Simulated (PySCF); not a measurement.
Estimate the missing entries of this data sheet.

Species: C2H3N3Si.
SMILES: `N#C[SiH](N)C#N`

Conformer (atom-mapped SMILES and torsion angles): `[N:1]#[C:2][SiH:3]([NH2:4])[C:5]#[N:6]`: H–N4–Si3–C2 156°, H–N4–Si3–C2 -52°.

```json
{"property": "rotational constants A, B, C", "level": "PBE0-D3(BJ)/def2-SVP", "value": "3.728, 2.208, 1.519 GHz"}
{"property": "dipole moment", "level": "KT3/pcSseg-2", "value": "?"}
{"property": "HOMO energy", "level": "KT3/pcSseg-2", "value": "-7.58 eV"}
{"property": "LUMO energy", "level": "KT3/pcSseg-2", "value": "?"}
{"property": "13C chemical shifts (computed TMS as zero) by class", "level": "GIAO KT3/pcSseg-2", "value": "?"}
{"property": "1H chemical shifts (computed TMS as zero) by class", "level": "GIAO KT3/pcSseg-2", "value": "4.72 (1 H), 1.04 (2 H) ppm"}
{"property": "isotropic shieldings of nuclei other than C and H, by class", "level": "GIAO KT3/pcSseg-2", "value": "-77 (2 N), 240 (1 N), 444 (1 Si) ppm"}
```

Electronic properties: PySCF, gas phase, density fitting. Geometry: PBE0-D3(BJ)/def2-SVP, one conformer, isolated molecule. NMR classes are plain means over equivalent atoms (diastereotopic ones count apart unless rotation or inversion swaps them), as if these changed places fast; in this geometry the members of some classes differ.

Q: The dipole moment?

A: 4.66 D.

Q: What is the LUMO energy?

A: -2.69 eV.

Q: What are the 13C chemical shifts (computed TMS as zero) by class?

A: 113.8 (2 C) ppm.

The dipole matches unit charges of opposite sign 0.97 Å apart (1 e·Å = 4.8032 D). The rotational constants make it an asymmetric top with κ = (2B − A − C)/(A − C) = -0.38, nearer the prolate limit (−1). With B = h/(8π²I), that is 505.379 GHz u Å² over I, the principal moments of inertia are 135.5, 228.9 and 332.8 u Å² (most abundant isotopes).

For the NMR shielding job (KT3/pcSseg-2), the run took 44 s on an Arm Neoverse V1 with one thread, on a shared host.
